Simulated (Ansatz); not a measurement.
BH$_{3}$SOF$_{2}$, closed shell: harmonic vibrations.

in.yaml

```yaml
crystal:
  periodic: [false, false, false]
  atoms:
    - {symbol: B, position_ang: [-0.373523, 0.444208, -0.353201]}
    - {symbol: S, position_ang: [1.432716, 0.662271, -0.825873]}
    - {symbol: F, position_ang: [-1.193318, -0.137646, -1.238952]}
    - {symbol: F, position_ang: [-0.887340, 1.475830, 0.357315]}
    - {symbol: H, position_ang: [0.649189, -0.823069, 1.148709]}
    - {symbol: O, position_ang: [-0.292524, -0.796530, 0.925961]}
    - {symbol: H, position_ang: [1.440531, -0.342469, -1.715281]}
    - {symbol: H, position_ang: [-0.775731, -0.482596, 1.701420]}
basis:
  gaussian: {orbitals: def2-TZVP}
hamiltonian: {xc: pbe0, dispersion: d4}
phonons: {temperatures: {t_min: 298.15, t_max: 900, t_step: 200}}
```

Launched with

```bash
ansatz run in.yaml --threads 4 --pin off --events-out ev --progress --plain --max-ram 9574MiB
```

What Ansatz 0.2.0 printed:

```
Functional definition: PBE0
  name "PBE0"
  cite "Adamo & Barone, J. Chem. Phys. 110, 6158 (1999) doi:10.1063/1.478522"
  cite "Perdew, Burke & Ernzerhof, Phys. Rev. Lett. 77, 3865 (1996) doi:10.1103/PhysRevLett.77.3865"
  parent pbe
  parameter a = 0.25
  parameter kappa = 0.804
  parameter beta = 0.06672455060314922
  exchange = (1 - a)*pbe_x(kappa = kappa, mu = beta*pi^2/3) + a*exact_x
  correlation = pbe_c(beta = beta)
1035 factors; their error is unknown
mean field evaluation 1: about -19032.7094 eV, gradient 5.7e1 eV
mean field evaluation 2: about -19029.0776 eV, gradient 7.6e1 eV
mean field evaluation 4: about -19037.4194 eV, gradient 1.7e0 eV
mean field evaluation 8: about -19037.4205 eV, gradient 2.7e-2 eV
mean field evaluation 16: about -19037.4683 eV, gradient 6.7e-5 eV
mean field -19037.46826138 eV, -699.6140545462 hartree, gradient 6.7e-5 eV, S^2 0.000000; 0 other end points of the search recorded, 0 dependent functions left out
the calculation of the forces begins
reference -19037.46828799 eV, -699.6140555242 hartree; 25, 25 occupied and 154, 154 virtual orbitals, 1035 factors
these checks for a lower state are left out or cut short: stability, starts, cluster_reference, orbital_swaps, neighbouring_geometries, increment
1035 factors; their error is unknown
Total energy: -19037.58984900 eV, -699.6185228087 hartree
Atom 0 at    -0.373523     0.444208    -0.353201 Å, force     0.002569     0.001461    -0.002351 eV/Å
Atom 1 at     1.432716     0.662271    -0.825873 Å, force     0.001156    -0.000339    -0.000357 eV/Å
Atom 2 at    -1.193318    -0.137646    -1.238952 Å, force    -0.001096    -0.000753     0.000451 eV/Å
Atom 3 at    -0.887340     1.475830     0.357315 Å, force    -0.001708    -0.000026     0.001511 eV/Å
Atom 4 at     0.649189    -0.823069     1.148709 Å, force     0.000879     0.000115     0.000020 eV/Å
Atom 5 at    -0.292524    -0.796530     0.925961 Å, force    -0.001194     0.000685     0.000241 eV/Å
Atom 6 at     1.440531    -0.342469    -1.715281 Å, force    -0.000257    -0.000284     0.000261 eV/Å
Atom 7 at    -0.775731    -0.482596     1.701420 Å, force    -0.000350    -0.000858     0.000223 eV/Å
Dipole moment:     0.151023    -0.480703     0.669979 e Å
Vibrations: 134.80 205.22 251.04 255.02 306.04 337.06 383.30 519.20 612.47 640.92 767.54 795.23 1150.69 1323.48 1606.88 2724.97 3741.70 3852.96 cm⁻¹, zero-point energy 1.215573 eV

[the SCF lines of later steps are left out]
```

The run took about 72 s on 4 CPU threads of an Arm Neoverse V1 (shared host).
